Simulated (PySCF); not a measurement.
Electron correlation in As¹⁸⁺ (arsenic, charge +18)

Starting occupation: [Ne] 3s2 3p3, 3p1/2 with m_j = -1/2, +1/2, 3p3/2 with m_j = +3/2. All numbers are calculated (PySCF 2.14, X2C-1e with screened-nucleus spin-orbit coupling, Gaussian nucleus, in an even-tempered Gaussian basis (19 s from 1.9 bohr⁻², ratio 2.4; 13 p from 2.4 bohr⁻², ratio 2.4; 5 d from 10 bohr⁻², ratio 2.6; 4 f from 16 bohr⁻², ratio 2.6)). Frozen: 1s2; 13 electrons correlated; the 50 highest virtual spinors left out.

MP2 pair energies summed by pair of shells (mhartree):

| pair | energy | share (%) |
| --- | --- | --- |
| 2p-2p | -194.13 | 39.5 |
| 3p-3s | -78.33 | 15.9 |
| 2p-3p | -58.04 | 11.8 |
| 2p-2s | -56.86 | 11.6 |
| 2p-3s | -33.52 | 6.8 |
| 3p-3p | -29.06 | 5.9 |
| 3s-3s | -14.11 | 2.9 |
| 2s-3p | -10.78 | 2.2 |
| 2s-2s | -10.36 | 2.1 |
| 2s-3s | -6.37 | 1.3 |

Total MP2 correlation energy: -491.55 mhartree.

The GHF reference relaxed away from the jj start to a determinant that is no pure jj level (⟨S²⟩ = 3.36, ⟨J²⟩ = 3.76); the energies belong to that determinant.

At this charge the one-electron X2C treatment keeps the bare 1/r₁₂, with no two-electron picture change or Breit term. The effect here is smaller than on the frozen 1s shell.
